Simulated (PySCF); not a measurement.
**Nuclear quadrupole coupling in `CP(C)CP=C=O`**

Compound: C4H8OP2.
Cartesian coordinates in Å at the GFN2-xTB level; atoms count from 1:
```
atom  x, y, z in Å
C1    -0.574    1.393    0.540
P2    -1.095    0.165   -0.735
C3    -1.536   -1.232    0.387
C4     0.578   -0.426   -1.312
P5     1.813   -1.072   -0.029
C6     2.548    0.362    0.275
O7     3.161    1.312    0.550
H8    -1.459    1.741    1.070
H9     0.126    0.949    1.249
H10   -0.109    2.246    0.049
H11   -1.736   -2.121   -0.209
H12   -2.440   -0.971    0.934
H13   -0.728   -1.438    1.090
H14    0.402   -1.269   -1.987
H15    1.043    0.370   -1.895
```

Field gradients from the PBE0/pcSseg-1 density (PySCF, non-relativistic), principal values in atomic units, ordered |Vxx| ≤ |Vyy| ≤ |Vzz|:

```
atom     Vxx     Vyy      Vzz
  O7  0.1459  0.6153  -0.7612
```

Problem. Find the asymmetry η = (Vxx − Vyy)/Vzz and the couplings χ = eQV/h (234.96 MHz × Q in barn × V in au), with Q(17O) = −0.0256 b.

Solution. 
| atom | environment | nucleus | η | χzz (MHz) | χxx (MHz) | χyy (MHz) |
| --- | --- | --- | --- | --- | --- | --- |
| O7 | oxygen bonded to C | 17O | 0.62 | 4.579 | -0.878 | -3.701 |

Problem. What is Vzz at O7 in SI units (1 au = 9.71736 × 10²¹ V/m²)?

Solution. -0.7612 au = -7.397 × 10²¹ V/m².

Were the hydrogens deuterons (Q(2H) = 0.00286 b), χzz would run from 204 kHz (H14) to 213 kHz (H8, H12, H11 and H10).

Geometry: GFN2-xTB, one conformer, isolated molecule. GFN2-xTB bond lengths can be off by several hundredths of an ångström, more for odd bonds, and the gradients follow them. With so small a basis the couplings can be 20 % off.
